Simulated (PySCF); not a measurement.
## Exercise with solution: dipole moment from atomic charges

C3H3N, SMILES C=CC#N. Atoms are numbered in the order given.

```xyz
7

C     -0.3584    -1.6119     0.0000
C      0.5044    -0.5856     0.0000
C      0.0919     0.7861     0.0000
N     -0.2255     1.9030     0.0000
H     -1.4394    -1.4519     0.0000
H      0.0045    -2.6422     0.0000
H      1.5857    -0.7581     0.0000
```
Charge 0, spin multiplicity 1.

Coordinates come from a B3LYP-D3(BJ)/def2-SVP optimisation.

Charges (e) from PBE/def2-TZVPD in PySCF:

| atom | ESP fit | IAO |
|---|---|---|
| C1 | -0.320 | -0.258 |
| C2 | -0.211 | -0.179 |
| C3 | 0.420 | 0.135 |
| N4 | -0.452 | -0.228 |
| H5 | 0.198 | 0.173 |
| H6 | 0.183 | 0.171 |
| H7 | 0.181 | 0.185 |

The dipole moment of the full density is 3.91 D.

**Question.** What dipole moment does each set of point charges give, and which comes closer to that of the density?

**Answer.** 
μ = Σ q r, and 1 e Å = 4.8032 D.
ESP fit: Σ q r = (0.152, -0.799, 0.000) e Å, |μ| = 3.91 D.
IAO: Σ q r = (0.111, -0.650, 0.000) e Å, |μ| = 3.17 D.
ESP fit comes closer in size. Point charges leave out the atoms' own dipoles (lone pairs, polarised bonds); fits to the potential absorb them, partitions of the density don't.
